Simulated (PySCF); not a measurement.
## Magnetisability: `C=CC(=C)CC(=C)F`, C₇H₉F

Cartesian coordinates in Å; atom numbers follow the order of the lines, from 1:
```xyz
17

C     0.608    1.500   -1.154
C     1.332    0.929   -0.199
C     0.829    0.161    0.930
C     1.674   -0.382    1.807
C    -0.663   -0.036    1.076
C    -1.165   -1.055    0.101
C    -2.099   -0.916   -0.821
F    -0.558   -2.256    0.247
H    -0.466    1.442   -1.187
H     1.075    2.049   -1.954
H     2.411    1.020   -0.230
H     2.740   -0.265    1.709
H     1.333   -0.967    2.644
H    -1.194    0.903    0.921
H    -0.873   -0.397    2.087
H    -2.611    0.017   -0.956
H    -2.379   -1.735   -1.459
```

Method: GIAO CAM-B3LYP/pcSseg-1 magnetisability, rotational g tensor and spin-rotation constants, non-relativistic, gas phase (PySCF). Geometry: GFN2-xTB.

(1) What are the magnetisability and the molar susceptibility?

(2) Split it along the inertial axes a, b, c into diamagnetic and paramagnetic parts about the centre of mass, with the quadrupole moment.

(3) And the rotational g tensor?

## Answers

(1) Isotropic -1109 × 10⁻³⁰ J/T², or -66.8 × 10⁻⁶ cm³/mol; principal values -1269, -1039, -1018 × 10⁻³⁰ J/T², anisotropy 241 × 10⁻³⁰ J/T² (root of half the summed squared differences of the principal values). The susceptibility is in cgs units.

(2) 
```csv
axis,χ (10⁻⁶ cm³/mol),diamagnetic (10⁻⁶ cm³/mol),paramagnetic (10⁻⁶ cm³/mol),summed x² of all electrons (Å²),quadrupole Θ (D Å)
a,-66.9,-557.3,490.4,153.1,-1.16
b,-62.1,-785.9,723.8,99.3,+3.53
c,-71.4,-1070.9,999.5,32.1,-2.37
```
Anisotropies 2χaa − χbb − χcc = -0.3 and 2χbb − χaa − χcc = +14.1 × 10⁻⁶ cm³/mol. Θ is traceless in Buckingham's convention.

(3) 
```
axis  rotational constant (GHz)        g  nuclear part  electronic part
   a                     2.7129  -0.0222        0.6029          -0.6251
   b                     1.7217  -0.0202        0.5653          -0.5854
   c                     1.2363  -0.0071        0.5735          -0.5806
```
Asymmetric top; isotopes 12C, 19F, 1H; no vibrational averaging.
